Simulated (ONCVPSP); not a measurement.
**u(r) = r·R(r): atom against pseudo-atom (tin)**

Columns: radius, all-electron u(r) and pseudo u(r) of the 4s shell (level -141.71 eV) of tin in the configuration [Ar] 3d10 4s2 4p6 4d10 5s2 5p1; LDA (Perdew-Zunger), scalar-relativistic, ONCV scheme, ONCVPSP 4.0.1.

```
r (bohr)  all-electron  pseudo
   0.088        0.4761  0.1833
   0.175       -0.3229  0.3640
   0.262       -0.7338  0.5426
   0.350       -0.3736  0.7171
   0.438        0.2542  0.8768
   0.525        0.7922  1.0083
   0.612        1.1330  1.1020
   0.700        1.2820  1.1500
   0.788        1.2856  1.1489
   0.875        1.2004  1.1023
   0.962        1.0694  1.0167
   1.050        0.9206  0.9007
   1.138        0.7736  0.7693
   1.225        0.6400  0.6396
   1.312        0.5224  0.5223
   1.400        0.4210  0.4209
   1.487        0.3372  0.3372
   1.575        0.2676  0.2675
   1.662        0.2117  0.2117
   1.750        0.1663  0.1662
   1.838        0.1301  0.1301
   1.925        0.1017  0.1017
   2.012        0.0793  0.0793
   2.100        0.0616  0.0615
   2.188        0.0476  0.0476
   2.275        0.0369  0.0369
```

(1) How many radial nodes do the two functions have?

(2) At about which radius was the pseudo-wave matched?

(3) Where does each function peak?

(4) Is the pseudo-wave norm-conserving?

Results:

(1) The all-electron 4s function has n − l − 1 = 3 (the table is too coarse to show those close to the nucleus); the pseudo-wave has 0, since the states of the same l below it are removed with the core.

(2) 1.30 bohr, where the columns begin to agree (steps of 0.09 bohr).

(3) Outermost all-electron maximum near 0.79 bohr, pseudo maximum near 0.70 bohr (to the table’s step).

(4) Yes: the ONCV scheme keeps the norm inside the radius equal to the all-electron one, which fixes the energy derivative of the logarithmic derivative at the level.
